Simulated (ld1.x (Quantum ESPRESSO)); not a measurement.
## Before and after: TM potential for Sc

* Element: scandium (Sc)
* Generator: ld1.x (Quantum ESPRESSO) 7.5
* Type: norm-conserving Troullier–Martins (Kleinman–Bylander form)
* Functional: PW91
* Relativity: scalar-relativistic
* Frozen core: [Ar]
* Valence charge: 3
* Reference configuration: 3d1 4s1.5 4p0 (charge +0.5)
* Partial waves: 4s (bound): rc 2.80 bohr; 4p (bound, empty): rc 4.15 bohr; 3d (bound): rc 2.15 bohr
* Local potential: the d channel
* Core correction: a·sin(br)/r model core inside 1.10 bohr

Change: all radii but the core radius scaled by about 1.35 (s 3.78, p 5.60, d 2.90 bohr).

Cutoffs: the cutoffs (Ry, on a coarse ladder) from which the occupation-weighted sum of valence levels, in a spherical-Bessel basis at the reference potential, stays within 10 and 1 mRy of its value at 400 Ry; they do not see the model core or the augmentation charge, which bear on the density cutoff. Errors are all-electron minus pseudo energies relative to the spin-unpolarised reference configuration.

How do hardness, ghosts and transferability respond?

The potential gets softer (40 Ry and 50 Ry → 25 Ry and 35 Ry); the bound ghosts move from p, s to s; of the 6 tests that both files solve, the error grows in 4 and shrinks in 2 by more than 15 % and 0.3 meV (median size 15.6 → 30.3 meV). A larger radius leaves more room for a smooth pseudo-wave, so fewer plane waves are needed.

| quantity | base | changed |
| --- | --- | --- |
| cutoff, loose | 40 Ry | 25 Ry |
| cutoff, tight | 50 Ry | 35 Ry |
| loose cutoff by channel (10 mRy a level) | s 6 Ry, d 40 Ry | s 6 Ry, d 25 Ry |
| bound ghosts | s, p | s |
| tests counted (converged, no solver errors) | 6 of 7 | 6 of 7 |
| error for 3d1 4s2 4p0, meV [ΔE -2.77 eV] | 0.0 | -0.9 |
| error for 3d1 4s1 4p0, meV [ΔE 4.16 eV] | -1.0 | -3.3 |
| error for 3d1 4s0 4p0, meV [ΔE 16.95 eV] | -24 | -66 |
| error for 3d2 4s1 4p0, meV [ΔE -1.12 eV] | -117 | -47 |
| error for 3d0 4s2 4p0, meV [ΔE 5.68 eV] | -320 | +29 |
| error for 3d1 4s0 4p1, meV [ΔE 7.60 eV] | -7.5 | +31 |

Base: Tests not counted: 3d0 4s2 4p1 (solver errors, printed error -25.0 eV). Changed file: Tests not counted: 3d0 4s2 4p1 (solver errors, printed error -2.4 eV). A true bound ghost makes a file unfit for plane-wave use even where its test errors are small: the radial tests pick states by their node count and pass the ghost by. Where a test does run into it, the solver fails or the error is huge.
